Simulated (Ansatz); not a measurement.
`C#CS[SiH3]` and `C#CSC=O` differ in one atom or group.

Ansatz, PBE0-D4/def2-TZVP geometries, multiplicity 1. Each molecule was computed in one conformer, which needn't be the lowest.

| property | `C#CS[SiH3]` |
| --- | --- |
| HOMO energy (B3LYP/def2-TZVPP) / eV | -6.74 |
| HOMO energy (PBE/def2-TZVPP) / eV | -5.86 |
| LUMO energy (B3LYP/def2-TZVPP) / eV | -0.53 |
| LUMO energy (ωB97M-V/def2-TZVPP) / eV | 1.48 |
| HOMO energy (ωB97M-V/def2-TZVPP) / eV | -9.07 |
| size of the dipole moment (ωB97M-V/def2-TZVPP) / D | 1.15 |

Problem. Give the same properties after the change, and the shifts. (Estimate.)

Solution. Computed: 
| property | `C#CSC=O` | shift |
| --- | --- | --- |
| HOMO energy (B3LYP/def2-TZVPP) / eV | -7.21 | -0.47 |
| HOMO energy (PBE/def2-TZVPP) / eV | -6.34 | -0.48 |
| LUMO energy (B3LYP/def2-TZVPP) / eV | -1.60 | -1.07 |
| LUMO energy (ωB97M-V/def2-TZVPP) / eV | 0.88 | -0.60 |
| HOMO energy (ωB97M-V/def2-TZVPP) / eV | -9.48 | -0.41 |
| size of the dipole moment (ωB97M-V/def2-TZVPP) / D | 1.32 | 0.17 |

With PBE0 the HOMO falls by 0.46 eV and the LUMO falls by 1.04 eV, so the gap narrows by about 0.58 eV. PBE moves the HOMO by -0.48 eV and ωB97M-V by -0.41 eV. The zero-point energy changes by -16.9 kJ/mol with -3 modes. Dipoles are sizes alone; their direction can turn.

B3LYP here is the variant with VWN-RPA as its local correlation; programs differ in this.
